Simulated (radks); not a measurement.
Results of a calculation; reference values are marked as such.
All-electron atom: Cs3+ in [Kr] 4d9 5s2 5p4 5d1 (not the ground configuration). Level of theory: scalar-relativistic Kohn-Sham, Wu-Cohen GGA, spin-unpolarised, spherical densities, finite nucleus; Fermi nuclear charge, rms radius 4.8041 fm (a radial shooting solver on a logarithmic mesh with Libxc functionals). Some entries of the table are withheld. Estimate them.

| orbital | occ. | eigenvalue (eV) | <1/r> (bohr^-1) | <r> (bohr) |
|---|---|---|---|---|
| 1s | 2 | -35837.05 | 59.38 | 0.02611 |
| 2s | 2 | -5659.224 | 13.64 | 0.1122 |
| 2p | 6 | -5082.408 | 13.00 | 0.09820 |
| 3s | 2 | -1210.848 | 4.917 | 0.2991 |
| 3p | 6 | (1) | 4.669 | 0.2970 |
| 3d | 10 | -752.3315 | 4.425 | 0.2734 |
| 4s | 2 | -261.3352 | 2.031 | 0.6908 |
| 4p | 6 | -201.5043 | (2) | 0.7332 |
| 4d | 9 | -114.0895 | 1.614 | 0.8196 |
| 5s | 2 | -58.5248 | (3) | 1.621 |
| 5p | 4 | -43.1598 | 0.7090 | 1.841 |
| 5d | 1 | -23.3526 | 0.5222 | 2.462 |

Answer. 
(1) 3p eigenvalue (eV): -1025.160
(2) 4p <1/r> (bohr^-1): 1.872
(3) 5s <1/r> (bohr^-1): 0.8156
